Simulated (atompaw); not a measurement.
Before and after: PAW (atompaw) potential for Cs (Z = 55)

atompaw 4.2.0.5 input, output lines left out:

```
Cs 55
GGA-PBESOL scalarrelativistic loggrid 2001 logderivrange -4 5 226
6 6 5 0 0 0
6 0 1
6 1 0
5 2 0
0 0 0
c
c
c
c
v
v
c
c
c
v
v
c
c
v
2
3.00 2.40 2.20 2.85
n
n
y
2.45
n
custom polynom2 7 10 vanderbiltortho sinc
3 0.5 ultrasoft
2.90
3.00
2.45
3.00
3.00
3.00
```

All-electron outer shells of the reference configuration (PBEsol, scalar-relativistic, ld1.x):

```
shell  level (eV)  outermost node (bohr)  outermost maximum (bohr)
   4p     -160.62                   0.36                      0.67
   4d      -74.20                   0.33                      0.72
   5s      -26.79                   0.82                      1.54
   5p      -13.55                   0.89                      1.79
   6s       -2.08                   2.11                      4.80
   6p       -0.73                   2.61                      6.64
   5d       -0.38                   1.06                      3.42
```

Change: all radii scaled by about 1.04 (s 3.02, p 2.54, d 3.12 bohr); local potential ultrasoft scheme with l = 3 at 0.5 Ry, radius 2.28 bohr; augmentation sinc compensation charge, radius 2.50 bohr; PAW radius 3.12 bohr; waves and projectors: custom polynom2 7 10 vanderbiltortho; core correction smooth core density matched at 2.96 bohr.

Cutoffs: the cutoffs (Ry, on a coarse ladder) from which the occupation-weighted sum of valence levels, in a spherical-Bessel basis at the reference potential, stays within 10 and 1 mRy of its value at 400 Ry; they do not see the model core or the augmentation charge, which bear on the density cutoff.

**Question.** What does the change do?

**Answer.** The potential gets harder (21 Ry and 45 Ry → 25 Ry and 60 Ry); both files keep a bound ghost (s).

| quantity | base | changed |
| --- | --- | --- |
| cutoff, loose | 21 Ry | 25 Ry |
| cutoff, tight | 45 Ry | 60 Ry |
| loose cutoff by channel (10 mRy a level) | s 8 Ry, p 12 Ry | s 6 Ry, p 12 Ry |
| bound ghosts | s | s |
| lowest overlap eigenvalue by channel | s 0.69, p 0.28, d 0.85 | s 0.67, p 0.48, d 0.85 |

 A true bound ghost makes a file unfit for plane-wave use even where its test errors are small: the radial tests pick states by their node count and pass the ghost by. The cutoffs see the waves, projectors and local potential, not the compensation charge or the core.
